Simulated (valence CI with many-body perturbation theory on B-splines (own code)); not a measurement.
# Energy levels of Ba²⁴⁺

Method: relativistic CI+MBPT: four valence electrons over a frozen Dirac-Fock core [Ar] 3d10, a basis of 11 s, 11 p, 10 d, 8 f, 5 g, 2 h functions for each j, with the one-electron correlation potential Σ1 (screened to all orders), the two-electron term Σ2, the three-electron term Σ3, Breit, model QED; selected single and double excitations, second order for the rest, scaled by the run's own slope (own B-spline code, finite nucleus).

No measured spectrum was set against this ion. As an estimate, levels hold to about 250 cm⁻¹ or 0.2 % of their energy and the worst to 1 %, as in measured heavy ions of charge 2 to 7; those with d or f electrons hold less well. Among the levels kept, up to 470 cm⁻¹ of a level comes from second order outside the variational space, and about a tenth of that is noise between levels of different J, which matters for small intervals.

Levels 1 to 45 of 182, with energies above the lowest level, (4s^2 4p1/2^2) J=0. "Leading %" is the weight of the configuration and term that name the level; weights of strongly mixed levels are sums over their largest components and can fall short. In the jj column 3d3/2^4 stands for four electrons in 3d with j = 3/2. Lifetimes count E1, E2, E3, M1 and M2 decay at the calculated energies, and are blank where another channel may lead or the interval is too uncertain; long ones can be off by a factor of two.

| No. | Configuration | Term | J | E (cm⁻¹) | Leading % | Lifetime | g | Second component | Leading jj |
| --- | --- | --- | --- | --- | --- | --- | --- | --- | --- |
| 1 | 4s2.4p2 | 3P | 0 | 0 | 76 |  |  | 23 % 4s2.4p2 1S | 4s^2 4p1/2^2 (97 %) |
| 2 | 4s2.4p2 | 3P | 1 | 143430 | 99 | 24.6 μs | 1.499 |  | 4s^2 4p1/2 4p3/2 (99 %) |
| 3 | 4s2.4p2 | 1D | 2 | 164830 | 56 | 2.61 ms | 1.215 | 43 % 4s2.4p2 3P | 4s^2 4p1/2 4p3/2 (98 %) |
| 4 | 4s2.4p2 | 3P | 2 | 324580 | 56 | 11.5 μs | 1.282 | 42 % 4s2.4p2 1D | 4s^2 4p3/2^2 (97 %) |
| 5 | 4s2.4p2 | 1S | 0 | 374590 | 75 | 6.33 μs |  | 23 % 4s2.4p2 3P | 4s^2 4p3/2^2 (97 %) |
| 6 | 4s.4p3 | 5S° | 2 | 571540 | 57 | 216 ps | 1.741 | 31 % 4s.4p3 3P° | 4s 4p1/2^2 4p3/2 (84 %) |
| 7 | 4s.4p3 | 3D° | 1 | 648410 | 53 | 22.4 ps | 0.903 | 22 % 4s.4p3 3P° | 4s 4p1/2^2 4p3/2 (82 %) |
| 8 | 4s.4p3 | 3D° | 2 | 711110 | 54 | 94.7 ps | 1.446 | 31 % 4s.4p3 5S° | 4s 4p1/2 4p3/2^2 (85 %) |
| 9 | 4s.4p3 | 3D° | 3 | 749490 | 94 | 98.6 ps | 1.331 | 5 % 4s2.4p.4d 3D° | 4s 4p1/2 4p3/2^2 (94 %) |
| 10 | 4s.4p3 | 3P° | 0 | 793700 | 95 | 27.1 ps |  |  | 4s 4p1/2 4p3/2^2 (95 %) |
| 11 | 4s.4p3 | 3P° | 1 | 811660 | 54 | 16.1 ps | 1.276 | 24 % 4s.4p3 3D° | 4s 4p1/2 4p3/2^2 (85 %) |
| 12 | 4s.4p3 | 1D° | 2 | 813170 | 46 | 22.0 ps | 1.112 | 17 % 4s.4p3 3D° | 4s 4p1/2 4p3/2^2 (68 %) |
| 13 | 4s.4p3 | 3S° | 1 | 857660 | 44 | 5.26 ps | 1.492 | 31 % 4s.4p3 1P° | 4s 4p1/2 4p3/2^2 (83 %) |
| 14 | 4s2.4p.4d | 3F° | 2 | 900940 | 71 | 28.6 ps | 0.828 | 9 % 4s2.4p.4d 1D° | 4s^2 4p1/2 4d3/2 (76 %) |
| 15 | 4s.4p3 | 3P° | 2 | 945930 | 39 | 20.2 ps | 1.242 | 27 % 4s.4p3 1D° | 4s 4p3/2^3 (67 %) |
| 16 | 4s2.4p.4d | 3F° | 3 | 963120 | 78 | 17.3 ps | 1.104 | 10 % 4s2.4p.4d 3D° | 4s^2 4p1/2 4d5/2 (83 %) |
| 17 | 4s2.4p.4d | 3D° | 1 | 983740 | 47 | 2.67 ps | 0.846 | 23 % 4s2.4p.4d 3P° | 4s^2 4p1/2 4d3/2 (89 %) |
| 18 | 4s2.4p.4d | 3P° | 2 | 985200 | 50 | 4.58 ps | 1.289 | 20 % 4s2.4p.4d 3D° | 4s^2 4p1/2 4d5/2 (84 %) |
| 19 | 4s.4p3 | 1P° | 1 | 1029100 | 44 | 4.67 ps | 1.280 | 32 % 4s.4p3 3S° | 4s 4p3/2^3 (73 %) |
| 20 | 4s2.4p.4d | 3F° | 4 | 1089600 | 98 | 26.0 μs | 1.249 |  | 4s^2 4p3/2 4d5/2 (98 %) |
| 21 | 4s2.4p.4d | 3D° | 2 | 1106900 | 39 | 3.17 ps | 1.029 | 39 % 4s2.4p.4d 1D° | 4s^2 4p3/2 4d3/2 (75 %) |
| 22 | 4s2.4p.4d | 3P° | 0 | 1118400 | 94 | 3.68 ps |  |  | 4s^2 4p3/2 4d3/2 (94 %) |
| 23 | 4s2.4p.4d | 3D° | 3 | 1124900 | 57 | 2.98 ps | 1.219 | 20 % 4s2.4p.4d 3F° | 4s^2 4p3/2 4d3/2 (62 %) |
| 24 | 4s2.4p.4d | 3P° | 1 | 1131700 | 64 | 3.29 ps | 1.226 | 23 % 4s2.4p.4d 3D° | 4s^2 4p3/2 4d3/2 (77 %) |
| 25 | 4s2.4p.4d | 3P° | 2 | 1152900 | 44 | 3.95 ps | 1.300 | 27 % 4s2.4p.4d 3D° | 4s^2 4p3/2 4d5/2 (72 %) |
| 26 | 4s2.4p.4d | 1F° | 3 | 1199300 | 70 | 2.79 ps | 1.090 | 26 % 4s2.4p.4d 3D° | 4s^2 4p3/2 4d5/2 (72 %) |
| 27 | 4s2.4p.4d | 1P° | 1 | 1219000 | 74 | 3.79 ps | 0.965 | 12 % 4s2.4p.4d 3D° | 4s^2 4p3/2 4d5/2 (82 %) |
| 28 | 4p4 | 3P | 2 | 1257600 | 55 | 16.9 ps | 1.345 | 22 % 4p4 1D | 4p1/2^2 4p3/2^2 (78 %) |
| 29 | 4s.4p2.4d | 5F | 1 | 1313200 | 65 | 95.5 ps | 0.295 | 19 % 4s.4p2.4d 3D | 4s 4p1/2^2 4d3/2 (82 %) |
| 30 | 4p4 | 1S | 0 | 1317300 | 44 | 10.9 ps |  | 42 % 4p4 3P | 4p1/2^2 4p3/2^2 (83 %) |
| 31 | 4s.4p2.4d | 5F | 2 | 1331000 | 49 | 35.8 ps | 1.165 | 20 % 4s.4p2.4d 5D | 4s 4p1/2^2 4d3/2 (57 %) |
| 32 | 4s.4p2.4d | 5F | 3 | 1367900 | 36 | 24.1 ps | 1.373 | 32 % 4s.4p2.4d 5D | 4s 4p1/2^2 4d5/2 (72 %) |
| 33 | 4p4 | 3P | 1 | 1406100 | 60 | 17.0 ps | 1.409 | 23 % 4s.4p2.4d 3P | 4p1/2 4p3/2^3 (60 %) |
| 34 | 4p4 | 1D | 2 | 1419800 | 46 | 23.2 ps | 1.142 | 16 % 4p4 3P | 4p1/2 4p3/2^3 (62 %) |
| 35 | 4s.4p2.4d | 5D | 0 | 1433100 | 90 | 134 ps |  | 7 % 4s.4p2.4d 3P | 4s 4p1/2 4p3/2 4d3/2 (94 %) |
| 36 | 4s.4p2.4d | 3F | 2 | 1435500 | 54 | 23.3 ps | 0.925 | 15 % 4s.4p2.4d 5D | 4s 4p1/2 4p3/2 4d3/2 (45 %) |
| 37 | 4s.4p2.4d | 5D | 1 | 1443400 | 66 | 22.6 ps | 1.355 | 15 % 4p4 3P | 4s 4p1/2 4p3/2 4d3/2 (68 %) |
| 38 | 4s.4p2.4d | 5F | 3 | 1445400 | 46 | 44.6 ps | 1.233 | 28 % 4s.4p2.4d 3F | 4s 4p1/2 4p3/2 4d3/2 (78 %) |
| 39 | 4s.4p2.4d | 5F | 2 | 1447600 | 28 | 10.2 ps | 1.197 | 17 % 4s.4p2.4d 5D | 4s 4p1/2 4p3/2 4d3/2 (39 %) |
| 40 | 4s.4p2.4d | 5F | 4 | 1455100 | 72 | 833 ps | 1.357 | 20 % 4s.4p2.4d 5D | 4s 4p1/2 4p3/2 4d5/2 (80 %) |
| 41 | 4s.4p2.4d | 5D | 4 | 1473000 | 41 | 383 ps | 1.334 | 41 % 4s.4p2.4d 3F | 4s 4p1/2 4p3/2 4d3/2 (51 %) |
| 42 | 4s.4p2.4d | 5F | 5 | 1498100 | 68 | 346 ps | 1.335 | 31 % 4s.4p2.4d 3G | 4s 4p1/2 4p3/2 4d5/2 (86 %) |
| 43 | 4s.4p2.4d | 3F | 2 | 1505700 | 39 | 10.6 ps | 1.111 | 23 % 4s.4p2.4d 5D | 4s 4p1/2 4p3/2 4d5/2 (58 %) |
| 44 | 4s.4p2.4d | 5P | 3 | 1509700 | 48 | 5.31 ps | 1.387 | 33 % 4s.4p2.4d 3F | 4s 4p1/2 4p3/2 4d5/2 (61 %) |
| 45 | 4s.4p2.4d | 5P | 2 | 1533500 | 60 | 3.30 ps | 1.654 | 20 % 4s.4p2.4d 3P | 4s 4p1/2 4p3/2 4d3/2 (59 %) |

The ionisation energy to 4s2.4p 2P°_1/2 of the next ion comes out as 809.86 eV (NIST: 809 ± 4 eV (theoretical)). All 182 levels together are meant to be complete up to 2381300 cm⁻¹.
